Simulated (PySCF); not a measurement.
Pb(CH3)2Cl2: from a saddle point downhill

PySCF 2.14.0, RKS BP86, Pb def2-SVP with ECP60, C def2-SVP, H def2-SVP, Cl def2-SVP; non-relativistic Hamiltonian with scalar-relativistic core potentials where named; density fitting; no spin-orbit coupling. Relaxed within the symmetry of its start, the geometry (C2v) is

```xyz
11

Pb    0.0000    0.0000    0.2560
C     1.4976    1.4976    1.0262
H     1.9284    1.9284    0.1040
H     0.9562    2.2572    1.6177
H     2.2572    0.9562    1.6177
C    -1.4976   -1.4976    1.0262
H    -1.9284   -1.9284    0.1040
H    -0.9562   -2.2572    1.6177
H    -2.2572   -0.9562    1.6177
Cl    1.4185   -1.4185   -1.2096
Cl   -1.4185    1.4185   -1.2096
```

and its lowest harmonic modes are -67, -65, 90, 99, 120, 124 cm⁻¹ (negative: unstable). It was moved along the lowest mode and relaxed again, within the group C2 that the move left.

Problem. Where does it end, and how much lower?

Solution. In C2, 0.005 eV lower, after 3 steps:
```xyz
11

Pb    0.0000    0.0000    0.2565
C     1.4963    1.4998    1.0266
H     2.1041    1.7359    0.1340
H     0.9321    2.3792    1.3855
H     2.1012    1.0248    1.8196
C    -1.4963   -1.4998    1.0266
H    -2.1041   -1.7359    0.1340
H    -0.9321   -2.3792    1.3855
H    -2.1012   -1.0248    1.8196
Cl    1.4193   -1.4172   -1.2101
Cl   -1.4193    1.4172   -1.2101
```

Problem. How do the contacts change?

Solution. 
```json
{"contact": "Pb1–C2 (CH3)", "saddle (Å)": "2.254", "end (Å)": "2.254"}
{"contact": "Pb1–C6 (CH3)", "saddle (Å)": "2.254", "end (Å)": "2.254"}
{"contact": "Pb1–Cl10 (Cl)", "saddle (Å)": "2.484", "end (Å)": "2.485"}
{"contact": "Pb1–Cl11 (Cl)", "saddle (Å)": "2.484", "end (Å)": "2.485"}
```


Problem. Is the end a minimum?

Solution. Probably not: 2 of the modes stay unstable (below −25 cm⁻¹), though so soft as to be near the noise; lowest modes -47, -47, 91, 98, 120, 125 cm⁻¹.

State: singlet.
